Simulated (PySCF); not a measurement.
Computed IR spectrum (relative IR intensity) of a molecule CH7NOSi3. Geometry: PBE-D3(BJ)/def2-SVP. The values are those of a single conformer. Method: PySCF with PBE-D3(BJ)/def2-SVP. Frequencies are harmonic and unscaled.

Lines under 2 % of the strongest are left out, and lines within 2 cm⁻¹ are merged.

ν (cm⁻¹): 171 (w), 217 (vw), 235 (m), 271 (vw), 475 (w), 538 (w), 578 (w), 611 (m), 664 (m), 685 (w), 724 (m), 767 (vs), 823 (m), 838 (s), 878 (s), 899 (w), 902 (m), 922 (m), 936 (m), 1502 (m), 2111 (s), 2127 (s), 2145 (m), 2150 (m), 2157 (m), 2185 (m), 3756 (m) (against the strongest line: vs over 80 %, s over 45 %, m over 15 %, w over 4 %, vw less)

**Question.** Which structure fits?
A) [SiH3]OC1=N[SiH2][SiH2]1
B) O[Si@H]1N=C([SiH3])[SiH2]1
C) [SiH3]C1=N[SiH2]O[SiH2]1
D) C1=N[SiH2][SiH2]O[SiH2]1

**Answer.** B, O[Si@H]1N=C([SiH3])[SiH2]1
